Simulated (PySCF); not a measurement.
A survey of 19F NMR shifts

Theoretical values (PySCF): GFN2-xTB geometry, shieldings: GIAO PBE0/pcSseg-1. Relativity neglected, single conformer, equivalent nuclei averaged, no solvent model.

Shieldings were converted by a linear fit to measured shifts: 19F: δ = 146.13 − 0.903σ +14.6 on sp3 carbon (rms 6.0 ppm, 223 shifts, 7.0 ppm with the 5 outliers that the fit left out vs CFCl3, solution or neat liquid). A few per cent of atoms miss by over 2 rms, more outside the fitted compound classes.

**Question.** Give the 19F shifts of `C#CCN[SiH2]C(F)(F)CF`, `C=C/N=C/[C@@H]([SiH3])C(F)(F)F`.

**Answer.** 
| compound | environment | δ (ppm) |
| --- | --- | --- |
| [CH:1]#[C:2][CH2:3][NH:4][SiH2:5][C:6]([F:7])([F:8])[CH2:9][F:10] | F7/8: fluorine of a CF2 group (×2) | -113.1 |
| [CH:1]#[C:2][CH2:3][NH:4][SiH2:5][C:6]([F:7])([F:8])[CH2:9][F:10] | F10: fluorine on an sp3 carbon | -238.4 |
| C=C/N=C/[C@@H]([SiH3])C(F)(F)F | fluorine of a CF3 group (×3) | -61.3 |

**Question.** Match the shifts -61.6, -71.1, -127.7 ppm to `C#C[C@@H](C)N[SiH2]C(F)(F)F`, `O=C=C/C=C\F`, `C=C([SiH3])/C=N\CC(F)(F)F`.

**Answer.** -61.6: C#C[C@@H](C)N[SiH2]C(F)(F)F (fluorine of a CF3 group); -71.1: C=C([SiH3])/C=N\CC(F)(F)F (fluorine of a CF3 group); -127.7: O=C=C/C=C\F (vinylic fluorine).
